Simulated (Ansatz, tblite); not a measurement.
Removing and adding an electron: InSi20H32, a doped nanocrystal cut from the lattice of silicon (In on an inner site). Charge 0, multiplicity 2. Geometry: PBE-D4/def2-SVP. Ansatz, gas phase; energy differences of separate SCF runs; the oxidised species is a singlet (the triplet lies 0.33 eV higher at PBE0-D4/def2-SVP); the reduced species is a singlet (the triplet lies 2.88 eV higher at PBE0-D4/def2-SVP).

```xyz
53

Si    0.243    2.891    3.039
Si   -3.146    2.217    1.005
Si   -1.485    3.239   -2.201
Si   -1.161   -0.766    3.788
In    0.286    0.437    0.278
Si    2.190   -2.142    2.824
Si   -0.825   -3.290    0.754
Si   -2.831   -0.317   -2.024
Si   -0.852    0.665   -5.093
Si    0.861   -1.773   -2.568
Si    2.609   -4.435   -0.325
Si   -0.089    1.164    4.616
Si   -1.790    3.743    2.187
Si    1.814    2.311    1.357
Si   -1.847    1.407   -0.775
Si   -0.212    2.713   -4.114
Si    0.103   -1.502    1.955
Si    2.093    0.006   -1.596
Si    3.666   -2.959    1.180
Si    0.548   -3.625   -1.134
Si   -1.180   -1.071   -3.530
H     0.880    4.041    3.799
H    -4.384    2.944    0.536
H    -3.570    1.102    1.925
H    -0.793    4.346   -1.442
H    -2.822    3.771   -2.661
H    -2.571   -0.423    3.383
H    -1.220   -1.796    4.891
H     2.829   -0.957    3.508
H     1.995   -3.216    3.867
H    -2.238   -2.963    0.345
H    -0.844   -4.580    1.539
H    -4.012    0.156   -2.838
H    -3.290   -1.433   -1.122
H    -2.174    0.885   -5.789
H     0.159    0.257   -6.135
H     1.704   -2.292   -3.719
H     2.326   -5.722    0.413
H     3.538   -4.750   -1.471
H    -0.886    1.774    5.744
H     1.261    0.776    5.166
H    -2.532    4.302    3.377
H    -1.455    4.897    1.274
H     2.115    3.473    0.446
H     3.096    1.783    1.946
H    -0.383    3.806   -5.142
H     1.248    2.664   -3.748
H     3.444   -0.447   -1.113
H     2.268    1.146   -2.561
H     4.249   -1.799    0.417
H     4.811   -3.685    1.843
H    -0.050   -4.701   -2.013
H    -1.691   -2.276   -4.289
```

In the def2 sets In takes a core potential; there is no spin–orbit coupling. The xTB rows come from tblite. Correlated methods freeze 104 core orbitals; core or outer-core shells of In are correlated, in sets that lack core-valence functions. Single mean-field runs in def2-SVP are fitted with def2-universal-jkfit.

```
            level  −HOMO (eV)  vertical IE (eV)  −LUMO (eV)  vertical EA (eV)  HOMO–LUMO gap (eV)  IE − EA (eV)                                    remarks
         GFN1-xTB           –             11.52           –              8.73                   –          2.79                                          –
 PBE0-D4/def2-SVP        6.46              7.56        4.50              3.55                1.96          4.00  restricted singlet, untested (+1 singlet)
PBE-QIDH/def2-SVP           –                 –           –              3.61                   –             –                                          –
```

(1) Estimate the rows for GFN2-xTB, PBE-D4/def2-SVP.

Answers

(1) 
```json
{"level": "GFN2-xTB", "−HOMO (eV)": "–", "vertical IE (eV)": "9.87", "−LUMO (eV)": "–", "vertical EA (eV)": "–", "HOMO–LUMO gap (eV)": "–", "IE − EA (eV)": "–", "remarks": "–"}
{"level": "PBE-D4/def2-SVP", "−HOMO (eV)": "5.48", "vertical IE (eV)": "7.18", "−LUMO (eV)": "4.98", "vertical EA (eV)": "3.40", "HOMO–LUMO gap (eV)": "0.50", "IE − EA (eV)": "3.79", "remarks": "restricted singlet, untested (+1 singlet)"}
```

Relaxing the reduced species (PBE-D4/def2-SVP) changes its energy by -0.77 eV at PBE-D4/def2-SVP, so the adiabatic electron affinity to this nearest minimum is 4.17 eV. At PBE0-D4/def2-SVP it is 4.34 eV.  Run but left out: PBE-QIDH/def2-SVP (charge +1 singlet: restricted singlet, unstable towards broken spin symmetry).   HOMO and LUMO are the levels of the spin that leaves or enters (xTB has no such levels and no spin-polarisation term). Other spin states of the ions may lie lower, which would lower the ionisation energy or raise the affinity. Raw xTB energy differences between charge states are shifted by several eV; the methods need an empirical correction for them. Sets without diffuse functions give affinities that are too small.
